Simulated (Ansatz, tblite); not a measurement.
Forces on the cluster SiB7 at its PBE-D4/def2-SVP geometry. Total charge 0; doublet.

The xTB rows come from tblite. The structure comes from a short search, and lower isomers may exist.

GFN1-xTB (tblite), largest force 1.06 eV/Å:

```xyz
8
positions Å, forces eV/Å
B     1.532    0.854   -0.186    0.671   -0.803    0.160
B    -1.091    0.850   -1.095   -0.622   -0.803   -0.286
B     0.497   -1.498    0.960    0.155   -0.108   -0.277
B    -1.711   -0.442   -0.444   -0.128   -0.068    0.214
B    -0.980   -1.500    0.448    0.051   -0.112   -0.312
B     1.620   -0.437    0.710   -0.035   -0.071    0.249
B    -0.058    0.022    0.167   -0.110    0.949    0.315
Si    0.191    2.151   -0.562    0.018    1.016   -0.063
```

GFN2-xTB (tblite), largest force 1.48 eV/Å:

```
B -0.569 -0.433 1.162
B -0.268 -0.432 1.268
B -0.291 0.771 -0.553
B 1.388 0.512 0.062
B 0.571 0.769 -0.254
B -1.134 0.505 -0.810
B 0.065 -0.830 -0.183
Si 0.239 -0.861 -0.692
```

PBE0-D4/def2-TZVP (Ansatz), largest force 0.71 eV/Å:

```
B -0.221 -0.399 0.215
B 0.043 -0.398 0.308
B -0.174 0.564 -0.399
B 0.605 0.119 0.166
B 0.385 0.561 -0.205
B -0.583 0.113 -0.243
B -0.033 -0.171 0.096
Si -0.023 -0.388 0.062
```
